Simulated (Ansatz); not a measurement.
One change: `CC(F)=C=C[SiH3]` becomes `C=C=C(C)F`.

Ansatz, PBE0-D4/def2-TZVP geometries, multiplicity 1. 

| property | `CC(F)=C=C[SiH3]` |
| --- | --- |
| size of the dipole moment (ωB97M-V/def2-TZVPP) / D | 1.62 |
| LUMO energy (PBE/def2-TZVPP) / eV | -1.79 |
| HOMO–LUMO gap (PBE0/def2-TZVPP) / eV | 6.13 |
| size of the dipole moment (B3LYP/def2-TZVPP) / D | 1.62 |
| LUMO energy (ωB97M-V/def2-TZVPP) / eV | 1.33 |
| HOMO–LUMO gap (PBE/def2-TZVPP) / eV | 3.94 |

(1) What does the change do to each property? (Best estimate.)

Answers

(1) Computed: 
| property | `C=C=C(C)F` | shift |
| --- | --- | --- |
| size of the dipole moment (ωB97M-V/def2-TZVPP) / D | 1.72 | 0.10 |
| LUMO energy (PBE/def2-TZVPP) / eV | -1.39 | 0.40 |
| HOMO–LUMO gap (PBE0/def2-TZVPP) / eV | 6.73 | 0.60 |
| size of the dipole moment (B3LYP/def2-TZVPP) / D | 1.72 | 0.10 |
| LUMO energy (ωB97M-V/def2-TZVPP) / eV | 1.82 | 0.49 |
| HOMO–LUMO gap (PBE/def2-TZVPP) / eV | 4.46 | 0.52 |

With PBE0 the HOMO falls by 0.15 eV and the LUMO rises by 0.45 eV, so the gap widens by about 0.60 eV. PBE moves the HOMO by -0.12 eV and ωB97M-V by -0.19 eV. Dipoles are sizes alone; their direction can turn.

B3LYP here is the variant with VWN-RPA as its local correlation; programs differ in this.
